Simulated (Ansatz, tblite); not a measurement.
Removing and adding an electron: the cluster NaLi₃ (the lowest singlet isomer of a short search). The state is a singlet with charge 0. Geometry: PBE/def2-TZVP. Ansatz, gas phase; energy differences of separate SCF runs; the oxidised species was run as a doublet alone; the reduced species was run as a doublet alone.

```xyz
4

Li    0.2497   -0.4145   -1.2403
Li   -0.3522    0.4152    1.2150
Li   -2.7197    0.0422   -0.6811
Na    2.8221   -0.0429    0.7064
```

The xTB rows come from tblite. The structure comes from a short search, and lower isomers may exist.

```json
{"level": "GFN1-xTB", "−HOMO (eV)": "9.33", "vertical IE (eV)": "11.25", "−LUMO (eV)": "8.68", "vertical EA (eV)": "6.92", "HOMO–LUMO gap (eV)": "0.65", "IE − EA (eV)": "4.34"}
{"level": "GFN2-xTB", "−HOMO (eV)": "5.15", "vertical IE (eV)": "7.65", "−LUMO (eV)": "4.43", "vertical EA (eV)": "2.08", "HOMO–LUMO gap (eV)": "0.71", "IE − EA (eV)": "5.57"}
```

(1) Estimate the rows for PBE/def2-TZVP, PBE0/def2-TZVP.

Answers

(1) 
```json
{"level": "PBE/def2-TZVP", "−HOMO (eV)": "2.82", "vertical IE (eV)": "4.53", "−LUMO (eV)": "1.99", "vertical EA (eV)": "–", "HOMO–LUMO gap (eV)": "0.83", "IE − EA (eV)": "–"}
{"level": "PBE0/def2-TZVP", "−HOMO (eV)": "3.27", "vertical IE (eV)": "4.47", "−LUMO (eV)": "1.47", "vertical EA (eV)": "–", "HOMO–LUMO gap (eV)": "1.79", "IE − EA (eV)": "–"}
```

Run but left out: HF/def2-TZVPP, r2SCAN/def2-TZVP, MP2/def2-TZVPP, CCSD/def2-TZVPP, CCSD(T)/def2-TZVPP, HF/def2-TZVPD, MP2/def2-TZVPD, CCSD/def2-TZVPD, CCSD(T)/def2-TZVPD (singlet: restricted singlet, unstable towards broken spin symmetry); PBE/def2-TZVPD, r2SCAN/def2-TZVPD, PBE0/def2-TZVPD (singlet: restricted singlet, unstable towards broken spin symmetry at other levels and untested here).   Raw xTB energy differences between charge states are shifted by several eV; the methods need an empirical correction for them.
